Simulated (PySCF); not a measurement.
**Orbital levels and atomic charges**

System: C28H12O2 (polycyclic quinone and quinodimethane), SMILES O=c1ccc2c3cccc4c(=O)c5cccc6c7cccc8cc1c2c(c87)c(c56)c43.

Cartesian coordinates (Å):
```
  1 O    -3.399    4.199    0.551
  2 C    -3.151    3.010    0.402
  3 C    -4.182    1.994    0.286
  4 C    -3.891    0.690    0.121
  5 C    -2.548    0.188    0.047
  6 C    -2.261   -1.199   -0.128
  7 C    -3.274   -2.174   -0.240
  8 C    -2.982   -3.503   -0.408
  9 C    -1.656   -3.921   -0.472
 10 C    -0.629   -3.004   -0.367
 11 C     0.754   -3.504   -0.443
 12 O     1.004   -4.689   -0.593
 13 C     1.816   -2.491   -0.327
 14 C     3.133   -2.923   -0.394
 15 C     4.170   -2.012   -0.291
 16 C     3.891   -0.673   -0.121
 17 C     2.576   -0.197   -0.048
 18 C     2.274    1.209    0.130
 19 C     3.268    2.183    0.242
 20 C     2.962    3.523    0.412
 21 C     1.648    3.933    0.476
 22 C     0.618    2.994    0.368
 23 C    -0.738    3.394    0.431
 24 C    -1.765    2.501    0.328
 25 C    -1.496    1.107    0.152
 26 C    -0.140    0.675    0.086
 27 C     0.922    1.620    0.194
 28 C     0.152   -0.688   -0.086
 29 C     1.515   -1.125   -0.154
 30 C    -0.906   -1.627   -0.194
 31 H    -5.204    2.337    0.337
 32 H    -4.709   -0.009    0.042
 33 H    -4.309   -1.880   -0.194
 34 H    -3.779   -4.227   -0.490
 35 H    -1.402   -4.962   -0.604
 36 H     3.317   -3.978   -0.528
 37 H     5.194   -2.348   -0.343
 38 H     4.719    0.013   -0.043
 39 H     4.309    1.905    0.197
 40 H     3.760    4.245    0.494
 41 H     1.398    4.975    0.608
 42 H    -0.978    4.440    0.564
```

Method: PBE0/def2-SVP, gas phase, PySCF, fitting set def2-universal-JFIT up to Ne and JKFIT beyond, grid level 1.

**Question.** Give the orbital energies near the gap.

**Answer.** 
```csv
orbital,eV
HOMO-4,-7.68
HOMO-3,-7.43
HOMO-2,-7.17
HOMO-1,-6.90
HOMO,-6.10
LUMO,-3.30
LUMO+1,-2.43
LUMO+2,-1.37
LUMO+3,-1.09
```

**Question.** Give the partial charges of the non-hydrogen atoms.

**Answer.** 
```
atom  Mulliken    IAO  Hirshfeld
  O1     -0.23  -0.44      -0.25
  C2      0.19   0.33       0.13
  C3     -0.06  -0.19      -0.06
  C4      0.02  -0.11      -0.03
  C5     -0.02  -0.01       0.00
  C6      0.00   0.00       0.01
  C7     -0.03  -0.12      -0.03
  C8      0.02  -0.14      -0.04
  C9     -0.01  -0.10      -0.02
 C10     -0.11  -0.06      -0.02
 C11      0.19   0.34       0.14
 O12     -0.22  -0.43      -0.23
 C13     -0.12  -0.06      -0.02
 C14      0.00  -0.11      -0.03
 C15      0.02  -0.14      -0.04
 C16     -0.03  -0.12      -0.03
 C17      0.00   0.00       0.00
 C18      0.03   0.00       0.00
 C19     -0.05  -0.13      -0.03
 C20      0.02  -0.14      -0.04
 C21     -0.02  -0.13      -0.03
 C22      0.03   0.00       0.00
 C23     -0.05  -0.08      -0.01
 C24     -0.09  -0.06      -0.02
 C25      0.07   0.00       0.00
 C26      0.04   0.01       0.00
 C27      0.04   0.00       0.00
 C28      0.05   0.00       0.00
 C29      0.08   0.00       0.00
 C30      0.06   0.00       0.00
```
